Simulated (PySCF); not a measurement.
# Zr (zirconium, neutral): UHF calculation

Configuration: [Kr] 4d3 5s1, high-spin 5F determinant (an excited configuration). All numbers are calculated (PySCF 2.14, scalar relativity through the core potential, in def2-TZVPPD with the def2 core potential (28 electrons)).

```
Total energy             : -46.444373 hartree
One-electron energy      : -78.6062 hartree
Hartree (Coulomb) energy : 37.6529 hartree
Exchange energy          : -5.4911 hartree
⟨S²⟩                     : 6.0060
⟨L²⟩                     : 12.048
Sum of ⟨r⟩               : 22.12 bohr
Sum of ⟨r²⟩              : 56.34 bohr²
```

```tsv
shell	electrons	mean orbital energy (eV)	rms radius, mean of both spins (bohr)
4s α	1	-67.406	1.31
4s β	1	-64.628	1.31
4p α	3	-40.412	1.49
4p β	3	-36.560	1.49
4d α	3	-6.594	2.65
5s α	1	-5.916	4.31
```

Energies and moments cover only the electrons outside the core potential.
